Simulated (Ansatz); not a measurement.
Consider the ligand exchange at the Si–N bond: `N[SiH](N)N[SiH3]` + `[OH][GeH]([F])[F]` → `[F][GeH]([F])[O][SiH3]` + `N[SiH](N)N`.

Gas-phase electronic energies from Ansatz, PBE0-D4/def2-TZVP geometries. CBS: MP2 limit from def2 TZ/QZ plus the TZ coupled-cluster correction, frozen cores. Functionals use def2-TZVPP. B3LYP here is the variant with VWN-RPA as its local correlation; programs differ in this. For Ge outer-core shells are correlated without core-valence functions, which leaves a few kJ/mol of doubt a bond. Scalar relativity is left out up to krypton. Each species was taken in one conformer, which may not be the lowest.

```json
{"level": "PBE0-D4", "ΔE (kcal/mol)": "-8.4"}
{"level": "B3LYP-D4", "ΔE (kcal/mol)": "-9.8"}
{"level": "B2PLYP", "ΔE (kcal/mol)": "-10.7"}
{"level": "r2SCAN", "ΔE (kcal/mol)": "-9.6"}
{"level": "MP2/def2-TZVPP", "ΔE (kcal/mol)": "-9.7"}
{"level": "SCS-MP2/def2-QZVPP", "ΔE (kcal/mol)": "-10.8"}
{"level": "MP2/CBS(def2)", "ΔE (kcal/mol)": "-10.0"}
{"level": "CCSD/CBS(def2)", "ΔE (kcal/mol)": "-10.7"}
```

Question: What does CCSD(T)/CBS give? (Best estimate.)

Answer: The calculation gave: -10.1 kcal/mol. The listed levels differ from it by 1.7, 0.3, -0.6, 0.5, 0.4, -0.7, 0.1, -0.6 kcal/mol.

Largest T1 diagnostic among the species: 0.012.

The D4 term adds +1.2 kcal/mol with B3LYP and +0.7 kcal/mol with PBE0; it sums over pairs of atoms, weighted by their polarisabilities, and B3LYP, whose exchange is more repulsive, gets the larger term. In def2-TZVPP, CCSD(T) changes the Hartree–Fock value by +3.7 kcal/mol (the triples alone add +0.6 kcal/mol) and MP2 by +3.8 kcal/mol.
